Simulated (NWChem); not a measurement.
# C₂H₂F₂; SMILES C(=C/F)/F

Results from NWChem. Structure relaxed at the PBE0/def2-SVP level. Level: PBE0/def2-SVP with SMD (1 M gas to 1 M solution), gas-phase geometry.

For solvent n-hexane:

```
Quantity                                     Result
-------------------------------------------  ------
solvation free energy (kcal/mol)               -1.0
cavity-dispersion-structure term (kcal/mol)     0.6
dipole in solution (D)                         2.43
```

Task: Estimate the same quantities for solvent water.

Result: 
| Item | Result |
|---|---|
| solvation free energy (kcal/mol) | 0.4 |
| cavity-dispersion-structure term (kcal/mol) | 4.2 |
| dipole in solution (D) | 2.73 |
